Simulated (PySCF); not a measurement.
An unknown is described by computed data only.

Elements present: C, F, H, N and S. Monoisotopic mass: 146.9954 u.

| Property | Result |
| --- | --- |
| UV, first state | lowest singlet excitation: 2.47 eV (501 nm, f = 0.000) [TDDFT B3LYP/def2-SVPD] |
| Triplet | lowest triplet excitation (Tamm–Dancoff): 2.20 eV [TDA B3LYP/def2-SVPD] |
| 1H NMR | chemical shifts (computed TMS as zero) by class: 6.63 (1 H), 6.01 (1 H), 5.14 (1 H) ppm [GIAO PBE0/pcSseg-1] |
| Rotational structure | rotational constants A, B, C: 4.178, 0.472, 0.424 GHz [GFN2-xTB] |
| UV, strongest line | among the 8 lowest singlet transitions: S2 at 3.83 eV (323 nm, f = 0.247) [TDDFT B3LYP/def2-SVPD] |
| Dipole | 3.30 D [B3LYP/def2-SVPD] |
| 13C NMR | chemical shifts (computed TMS as zero) by class: 187.7 (1 C), 177.2 (1 C), 98.4 (1 C), 94.1 (1 C), 71.5 (1 C) ppm [GIAO PBE0/pcSseg-1] |
| NMR, other nuclei | isotropic shieldings of nuclei other than C and H, by class: 120 (1 N), 231 (1 F), 237 (1 F), 26 (1 S) ppm [GIAO PBE0/pcSseg-1] |
| Polarisability | 110.6 au [B3LYP/def2-SVPD] |

Gas-phase values; electronic properties from PySCF, density fitting. Levels stand in brackets. One conformer (not necessarily the lowest) at the GFN2-xTB geometry, without solvent, vibrations or thermal averaging. Each NMR value is the plain mean over a class of atoms that symmetry, rotation or inversion makes alike.

Task: Which formula fits the mass and the elements?

Result: C5H3F2NS (calculated 146.9954). No other formula that holds each of these elements comes within 0.0003 u with a fitting electron parity and a possible valence count.

Task: Give a SMILES that accounts for the data.

Result: Numbering: `[NH2:1][C:2](=[S:3])[C:4]#[C:5][CH:6]=[C:7]([F:8])[F:9]`. Its formula, C5H3F2NS, gives 4 degrees of unsaturation: 0 rings and 4 π bonds in the structure found. 5 carbons fall into 5 classes; from least to most shielded: thiocarbonyl carbon [C2] (187.7 ppm), =CF2 carbon [C7] (177.2 ppm), alkyne carbon [C4] (98.4 ppm), alkyne carbon [C5] (94.1 ppm), alkene CH carbon [C6] (71.5 ppm). Hydrogen classes from least to most shielded: 1 H on a nitrogen bound to a thiocarbonyl carbon, N1 (6.63 ppm), 1 H on a nitrogen bound to a thiocarbonyl carbon, N1 (6.01 ppm), 1 H on an alkene CH carbon, C6 (5.14 ppm). The other shieldings belong to: 120 ppm, nitrogen bound to a thiocarbonyl carbon [N1]; 231 ppm, vinyl fluorine [F9]; 237 ppm, vinyl fluorine [F8]; 26 ppm, thiocarbonyl sulfur [S3]. S1 is mainly HOMO→LUMO (weight 0.98); the largest Löwdin shares of the orbital it empties are 0.75 on the thiocarbonyl sulfur, 0.11 on the thiocarbonyl carbon and 0.05 on an alkyne carbon, of the orbital it fills 0.20 on the thiocarbonyl sulfur, 0.18 on the thiocarbonyl carbon, 0.14 on the =CF2 carbon and 0.13 on an alkyne carbon. The optimised geometry has point group Cs and is an asymmetric top. Structure: `NC(=S)C#CC=C(F)F`. The assignments are read from this structure; whether some other isomer fits the data as well wasn't checked.

Shape of the structure used: `[NH2:1][C:2](=[S:3])[C:4]#[C:5][CH:6]=[C:7]([F:8])[F:9]`: H–N1–C2–S3 0°, H–N1–C2–S3 180°.
